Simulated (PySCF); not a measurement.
SMILES c1csc(-c2ccc(-c3cccs3)s2)c1, GFN2-xTB optimised geometry. Atoms within 1.6 Å of the plane z = 0.6 Å (x, y, z in Å): C1 (4.76, 1.64, 0.00), C2 (4.94, 0.29, 0.00), S3 (3.46, -0.56, 0.00), C4 (2.55, 0.92, 0.00), C5 (1.13, 0.92, 0.00), C6 (0.28, 2.01, 0.00), C7 (-1.07, 1.66, 0.00), C8 (-1.29, 0.30, 0.00), C9 (-2.54, -0.39, 0.00), C10 (-3.80, 0.14, 0.00), C11 (-4.82, -0.83, 0.00), C12 (-4.33, -2.10, 0.00), S13 (-2.61, -2.13, 0.00), S14 (0.22, -0.56, 0.00), C15 (3.40, 2.00, 0.00), H16 (5.56, 2.35, 0.00), H17 (5.87, -0.25, 0.00), H18 (0.63, 3.02, 0.00), H19 (-1.87, 2.38, 0.00), H20 (-4.00, 1.20, 0.00), H21 (-5.87, -0.60, 0.00), H22 (-4.87, -3.02, 0.00), H23 (3.06, 3.02, 0.00).

Computed with B3LYP/def2-SVP (PySCF 2.14.0).

Map of the deformation density (molecule minus spherical neutral atoms) (e/bohr³) on the plane z = 0.6 Å:

```
|44444444444444444444444444444|
|44444444444444444444444444444|
|44444444444444444444444444444|
|44444444444444444444444444444|
|44444444444444444444444444444|
|44444444444444444444444444444|
|44444444444444444444444444444|
|44444444444444444444444444444|
|44444444444443333433333444444|
|44444444443332363335522333444|
|44444444433634232223242543444|
|44444433333326464127473333444|
|44444335322382054536205623444|
|44443324221261033424104533444|
|44433243664635253225344463444|
|44435343242324772224853343444|
|44434261045222673335833334444|
|44433383235233444444444444444|
|44443343679444444444444444444|
|44443463235444444444444444444|
|44443333334444444444444444444|
|44444444444444444444444444444|
|44444444444444444444444444444|
|44444444444444444444444444444|
|44444444444444444444444444444|
|44444444444444444444444444444|
|44444444444444444444444444444|
|44444444444444444444444444444|
|44444444444444444444444444444|
```
Scale: ten equal steps from -0.022 (start of '0') to 0.026 (end of '9'), in the order '0123456789'; x runs from -8.00 to 8.00, y from -8.00 (bottom) to 8.00 (top).
